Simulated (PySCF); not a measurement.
zinc atom (Zn), singlet; B3LYP/6-31G* (PySCF).

Here is a job for PySCF.
```python
from pyscf import gto, scf, dft

mol = gto.M(
    atom='''
Zn    0.00000000    0.00000000    0.00000000
''',
    basis='6-31g*',
    verbose=4,
)

mf = dft.RKS(mol)
mf.xc = 'b3lyp'
mf.kernel()
```

**Question.** Predict the main parts of the log of this PySCF run.

**Answer.** 
```
PySCF version 2.14.0

[INPUT] verbose = 4
[INPUT] num. atoms = 1
[INPUT] num. electrons = 30
[INPUT] charge = 0
[INPUT] spin (= nelec alpha-beta = 2S) = 0
[INPUT] symmetry False subgroup None
[INPUT] Mole.unit = angstrom
[INPUT] Symbol           X                Y                Z      unit          X                Y                Z       unit  Magmom
[INPUT]  1 Zn     0.000000000000   0.000000000000   0.000000000000 AA    0.000000000000   0.000000000000   0.000000000000 Bohr   0.0

nuclear repulsion = 0
number of shells = 12
number of NR pGTOs = 97
number of NR cGTOs = 34
basis = 6-31g*
ecp = {}

******** <class 'pyscf.dft.rks.RKS'> ********
method = RKS
initial guess = minao
damping factor = 0
level_shift factor = 0
DIIS = <class 'pyscf.scf.diis.CDIIS'>
diis_start_cycle = 1
diis_space = 8
diis_damp = 0
SCF conv_tol = 1e-09
SCF conv_tol_grad = None
SCF max_cycles = 50
direct_scf = True
direct_scf_tol = 1e-13
XC library pyscf.dft.libxc version 7.1.2
    S. Lehtola, C. Steigemann, M. J. T. Oliveira, and M. A. L. Marques,  SoftwareX 7, 1–5 (2018)
XC functionals = b3lyp
    P. J. Stephens, F. J. Devlin, C. F. Chabalowski, and M. J. Frisch,  J. Phys. Chem. 98, 11623 (1994)
radial grids:
    Treutler-Ahlrichs [JCP 102, 346 (1995); DOI:10.1063/1.469408] (M4) radial grids

becke partition: Becke, JCP 88, 2547 (1988); DOI:10.1063/1.454033
pruning grids: <function nwchem_prune>
grids dens level: 3
symmetrized grids: False
atomic radii adjust function: <function treutler_atomic_radii_adjust>
small_rho_cutoff = 0
Set gradient conv threshold to 3.16228e-05
Initial guess from minao.
tot grids = 20640
init E= -1778.65543952568
  HOMO = -0.240122500363224  LUMO = -0.0308820668295668  gap/eV = 5.69372
cycle= 1 E= -1779.0855533858  delta_E= -0.43  |g|= 0.13  |ddm|= 0.142
  HOMO = -0.21884846888319  LUMO = -0.0170578774210598  gap/eV = 5.49100
cycle= 2 E= -1779.08475909344  delta_E= 0.000794  |g|= 0.167  |ddm|= 0.155
  HOMO = -0.222883303612291  LUMO = -0.0190642018173963  gap/eV = 5.54620
cycle= 3 E= -1779.0872194445  delta_E= -0.00246  |g|= 0.00164  |ddm|= 0.0572
  HOMO = -0.224216596386413  LUMO = -0.0200080405707206  gap/eV = 5.55680
cycle= 4 E= -1779.08721992746  delta_E= -4.83e-07  |g|= 5.22e-06  |ddm|= 0.00341
  HOMO = -0.224210988585022  LUMO = -0.0200040279406247  gap/eV = 5.55675
cycle= 5 E= -1779.08721992748  delta_E= -1.61e-11  |g|= 4.64e-07  |ddm|= 2.46e-05
  HOMO = -0.22421093627484  LUMO = -0.0200039950731887  gap/eV = 5.55675
Extra cycle  E= -1779.08721992748  delta_E= 2.27e-13  |g|= 5.71e-07  |ddm|= 2.98e-07
converged SCF energy = -1779.08721992748
```
